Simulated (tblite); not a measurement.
Species: C7H3O2 (doublet state).
Bonds: C1–C2 (triple), C2–C3, C3–C4 (double), C4–C5, C5–C6 (double), C6–C7, C7–O8 (double), C7–O9, C3–O9. Hydrogens: H10 on C1; H11 on C5; H12 on C6.

Computed with GFN2-xTB (tblite), gas phase: L-BFGS steps from a force-field or distance-geometry start until the largest atomic force falls under 0.01 eV/Å.

Step 0: E = -665.1307 eV
```
atom  x, y, z in Å  |  force x, y, z in eV/Å
C1      2.7229    1.6063    1.3898   -0.590  -0.377  -0.241
C2      1.7661    1.0452    0.9025    1.181   0.133   0.906
C3      0.6753    0.3642    0.3593   -0.501  -1.530   0.475
C4     -0.0863    0.8589   -0.5776   -0.681   1.946  -1.687
C5     -1.2107    0.3897   -1.2579    0.406   0.532  -0.042
C6     -1.5833   -0.8356   -0.8720    0.330  -1.039   0.893
C7     -0.8105   -1.5453    0.1985   -0.808  -0.900  -0.132
O8     -1.1630   -2.6663    0.5514    0.966   1.593  -0.116
O9      0.2882   -0.9281    0.7794   -0.308  -0.065  -0.235
H10     3.5474    2.1099    1.8214   -0.266  -0.108  -0.190
H11    -1.7161    0.9646   -2.0324    0.179  -0.120   0.254
H12    -2.4289   -1.3640   -1.2882    0.091  -0.066   0.116
```

Task: Estimate the geometry and energy of step 1. (The exact step hangs on the optimiser's Hessian estimate; all steps are aligned on step 0, rigid shifts and turns removed.)

Result: E = -665.2234 eV, largest force 3.167 eV/Å
```
atom  x, y, z in Å  |  force x, y, z in eV/Å
C1      2.7145    1.6009    1.3864    2.146   1.250   1.147
C2      1.7830    1.0472    0.9154   -2.322  -1.977  -0.855
C3      0.6681    0.3423    0.3660   -0.743  -0.096  -0.561
C4     -0.0961    0.8867   -0.6017    0.857   0.914   0.217
C5     -1.2049    0.3973   -1.2585   -0.087  -0.502   0.151
C6     -1.5785   -0.8505   -0.8593    0.393   0.187   0.237
C7     -0.8220   -1.5582    0.1966   -0.023   1.486  -0.862
O8     -1.1492   -2.6436    0.5497    0.107  -1.241   0.805
O9      0.2838   -0.9290    0.7760   -0.062   0.323  -0.247
H10     3.5436    2.1083    1.8187   -0.400  -0.185  -0.264
H11    -1.7135    0.9629   -2.0288    0.025  -0.093   0.101
H12    -2.4276   -1.3649   -1.2865    0.108  -0.065   0.131
```

The energy changes by -0.0927 eV. The first-order estimate −F·Δx gives -0.2930 eV and the mean of the old and new forces, exact on a quadratic surface, -0.0911 eV. The step makes an angle of 0° with the force vector and moves no atom by more than 0.038 Å.

The cost below is that of the whole relaxation. Hardware: an AMD EPYC 9R45 with one thread, shared host with 96 logical CPUs at a one-minute load of 29. Cost: 0.1 s of wall time.
